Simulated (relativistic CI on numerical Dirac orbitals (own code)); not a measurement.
Ni3+: 3s photoemission

Computed with this model: Dirac-Coulomb-Breit CI, separate exchange-only KLI orbitals for each configuration, model QED (radiative potential, 1s self-energy scaled to tabulated hydrogen-like ionisation energies), multiplet model of photoemission in the sudden approximation, unscaled Slater integrals; configurations [Ar] 3d7 → [Ne] 3s 3p6 3d7; 80 K; Lorentzian 1.5 eV and Gaussian 0.6 eV FWHM. Energies are those of the free ion, without screening or charge transfer. The energies are binding energies and can lie tens of eV above those of solids. Without intra-shell correlation the exchange splitting of an s hole comes out too large, often by half or more. S is read from ⟨S²⟩ = S(S + 1).

free ion: ground-state S = 1.50, centroid 171.33 eV. Peaks (eV, height): 167.2 (100), 178.4 (59).

Strongest unbroadened transitions for free ion:

```csv
Energy (eV),Relative strength
167.12,100.0
167.25,14.0
172.90,0.1
172.97,0.1
178.34,57.0
178.66,10.8
```
